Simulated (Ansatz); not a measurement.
Reaction (redistribution): `NC[O][SbH2]` + `CC(C)BN` → `C[CH](C)[SbH2]` + `NBOCN`

Program: Ansatz. Geometries: PBE0-D4/def2-TZVP. ΔE: electronic, gas phase. CCSD(T)/CBS adds triple-zeta CCSD(T) − MP2 to the extrapolated MP2 energy (def2 sets, frozen cores). Functionals use def2-TZVPP. def2 core potentials past Kr. For Sb outer-core shells are correlated without core-valence functions, which leaves a few kJ/mol of doubt a bond. One conformer a species, not always the lowest.

(1) Is it downhill or uphill in electronic energy at CCSD(T)/CBS, and by how much? (Best estimate.)

(2) What do these levels give: ωB97X-V, revPBE, r2SCANh, r2SCAN0, MP2/def2-SVP, HF/def2-TZVPP? (Estimate.)

Largest T1 diagnostic among the species: 0.014.

Answers

(1) Ansatz gave: Downhill: ΔE = -20.7 kcal/mol.

(2) Ansatz gave: ωB97X-V -19.3, revPBE -18.1, r2SCANh -20.2, r2SCAN0 -21.1, MP2/def2-SVP -23.9, HF/def2-TZVPP -22.6 kcal/mol.

From r2SCAN to r2SCAN0 (25 % exact exchange), in def2-TZVPP and without D4, ΔE moves by −1.5 kcal/mol. Leaving LDA and LC-ωPBE aside and taking each functional with its dispersion term where it has one, the values, not all of them listed here, spread over 4.1 kcal/mol, from PBE-QIDH to B97M-V. LDA lies −1.9 kcal/mol from PBE without D4.
